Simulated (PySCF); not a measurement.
A geometry optimisation on `C[SiH2]O[SiH](O[SiH3])O[SiH3]`.

Method: PBE0-D3(BJ)/def2-SVP geometry optimisation, gas phase (PySCF 2.14.0). Start geometry: GFN2-xTB. A driver script takes a list of jobs; this job's settings line and coordinates (Å) are shown.

Command:
```bash
OMP_NUM_THREADS=1 python probes_run.py task.json out
```

Input:
```
{"job": {"xc": "PBE0", "basis": "def2-SVP", "d3": "d3bj", "grid": 1, "kind": "geom"}, "charge": 0, "multiplicity": 1}
C      2.104825     0.537571     0.854630
Si     2.230713    -0.117380    -0.921541
O      0.784103    -0.123692    -1.668223
Si    -0.814257    -0.267839    -1.566046
O     -1.215552    -1.500328    -0.602848
Si    -1.055882    -2.125320     0.881197
O     -1.430002     1.102877    -0.981786
Si    -1.930745     1.978960     0.283580
H      1.461256    -0.094317     1.463574
H      3.077566     0.578718     1.336221
H      1.687266     1.541871     0.870352
H      3.026980     0.763650    -1.778353
H      2.710986    -1.503672    -0.938643
H     -1.360316    -0.520616    -2.875043
H     -1.333987    -1.102485     1.894232
H     -2.054379    -3.190641     0.885508
H      0.311384    -2.629969     1.032969
H     -0.973968     1.881203     1.389850
H     -1.992816     3.334146    -0.259548
H     -3.238322     1.467941     0.696880
```

Output:
```
step   0  E = -1427.86942205  max force = 0.016506
step   1  E = -1427.88214773  max force = 0.005613
step   2  E = -1427.88232854  max force = 0.001730
step   3  E = -1427.88239285  max force = 0.000960
step   4  E = -1427.88244367  max force = 0.001611
step   5  E = -1427.88247622  max force = 0.001254
step   6  E = -1427.88249170  max force = 0.000716
step   7  E = -1427.88250268  max force = 0.000673
step   8  E = -1427.88251914  max force = 0.001414
step   9  E = -1427.88255131  max force = 0.002064
... (21 lines left out)
step  31  E = -1427.88286971  max force = 0.000494
step  32  E = -1427.88288585  max force = 0.000543
step  33  E = -1427.88290850  max force = 0.000698
step  34  E = -1427.88294198  max force = 0.000606
step  35  E = -1427.88298083  max force = 0.000380
step  36  E = -1427.88299637  max force = 0.000350
step  37  E = -1427.88301232  max force = 0.000359
step  38  E = -1427.88300413  max force = 0.000617
step  39  E = -1427.88303483  max force = 0.000316
step  40  E = -1427.88304726  max force = 0.000150
optimisation converged
```

Energies in Eh; «max force» is the largest Cartesian gradient component in Eh/bohr.

Question: How much energy does the optimisation release, in kJ/mol?

Answer: E(step 0) − E(last step) = 0.013625 Eh, which is 35.8 kJ/mol.

Question: Give the first gradient maximum in eV/Å.

Answer: With 1 Eh/bohr = 51.422 eV/Å, 0.849 eV/Å.

In short: final energy -1427.88305 Eh after 40 steps; dipole 1.60 D.

Question: Give the final coordinates.

Answer: 0.236 Å rms from the input after alignment:
```
atom  x, y, z in Å
C1     2.1292    0.8468   -0.0322
Si2    1.9232   -0.1922   -1.5720
O3     0.3082   -0.4892   -1.8638
Si4   -1.2007   -0.4120   -1.2350
O5    -1.3824   -1.5388   -0.0436
Si6   -0.6310   -2.1369    1.3110
O7    -1.4377    1.0837   -0.5842
Si8   -1.8858    1.8799    0.8025
H9     1.7435    0.3269    0.8590
H10    3.1934    1.0706    0.1433
H11    1.5888    1.8003   -0.1328
H12    2.4825    0.5141   -2.7613
H13    2.6191   -1.5043   -1.4158
H14   -2.1876   -0.6746   -2.2952
H15   -0.6023   -1.0889    2.3775
H16   -1.3902   -3.3220    1.7943
H17    0.7754   -2.5292    0.9924
H18   -0.6857    2.1052    1.6625
H19   -2.4765    3.1938    0.4240
H20   -2.8877    1.0781    1.5668
```

Rough CPU time on one thread of a shared machine: about 30 min.
Labels such as C1 count atoms from 1, the log's own numbers from 0.
